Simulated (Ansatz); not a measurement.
Reaction (substitution at a C–S bond): `[SiH3]C[S][GaH2]` + `[CH3][AlH][OH]` → `[CH3][AlH][O]C[SiH3]` + `[SH][GaH2]`

Computed with Ansatz on PBE0-D4/def2-TZVP structures; ΔE is electronic, products minus reactants. CCSD(T)/CBS is the MP2 limit (def2-TZVPP, def2-QZVPP) plus CCSD(T) − MP2 in def2-TZVPP, frozen cores. DFT in def2-TZVPP. B3LYP here is the variant with VWN-RPA as its local correlation; programs differ in this. For Ga outer-core shells are correlated without core-valence functions, which leaves a few kJ/mol of doubt a bond. Scalar relativity is left out up to krypton. One conformer a species, not always the lowest.

`[SiH3]C[S][GaH2]`:

```xyz
11

Si   -0.920   -0.163   -1.355
C     0.844   -0.305   -0.727
S     0.858   -1.173    0.879
Ga    0.314    0.411    2.293
H    -1.516   -1.517   -1.476
H    -0.965    0.516   -2.681
H    -1.710    0.632   -0.376
H     1.452   -0.903   -1.410
H     1.318    0.674   -0.640
H     0.156   -0.029    3.779
H     0.168    1.855    1.714
```

`[CH3][AlH][OH]`:

Z-matrix (Å, degrees):
```
C
Al 1 1.941
H 1 1.092 2 111.9
H 1 1.095 2 111.0 3 120.7
H 1 1.095 2 111.2 3 -121.1
O 2 1.701 1 117.6 3 -3.3
H 2 1.589 1 124.2 3 176.8
H 6 0.956 2 122.5 1 -179.8
```

`[CH3][AlH][O]C[SiH3]`:

Z-matrix (Å, degrees):
```
C
Al 1 1.939
H 1 1.095 2 111.0
H 1 1.095 2 111.2 3 -118.3
H 1 1.092 2 111.9 3 120.7
O 2 1.696 1 117.8 3 -119.5
H 2 1.588 1 125.4 3 60.7
C 6 1.406 2 132.7 1 177.3
Si 8 1.891 6 109.8 2 -112.0
H 8 1.100 6 112.2 2 9.8
H 8 1.098 6 109.6 2 127.6
H 9 1.489 8 109.0 6 59.7
H 9 1.486 8 110.4 6 -59.7
H 9 1.490 8 110.5 6 179.4
```

`[SH][GaH2]`:

```xyz
5

S     0.986   -0.378   -1.198
Ga   -0.280    0.483    0.380
H     0.650   -1.651   -0.937
H    -0.236    2.037    0.492
H    -1.119   -0.492    1.263
```

```tsv
level	ΔE (kJ/mol)	difference from CCSD(T)/CBS
PBE-D4	53.8	-6.1
r2SCAN-D4	52.5	-7.4
PBE0-D4	54.3	-5.6
B3LYP-D4	49.2	-10.7
ωB97X-V	48.2	-11.7
ωB97M-V	51.8	-8.1
B2PLYP	49.2	-10.7
B3LYP	41.5	-18.4
HF/def2-TZVPP	35.4	-24.5
HF/def2-QZVPP	35.0	-24.9
CCSD(T)/CBS	59.9	0
```

Largest T1 diagnostic among the species: 0.013.

The D4 term adds +7.7 kJ/mol with B3LYP and +3.9 kJ/mol with PBE0; it sums over pairs of atoms, weighted by their polarisabilities, and B3LYP, whose exchange is more repulsive, gets the larger term. In def2-TZVPP, CCSD(T) changes the Hartree–Fock value by +18.2 kJ/mol (the triples alone add +3.2 kJ/mol) and MP2 by +28.3 kJ/mol.
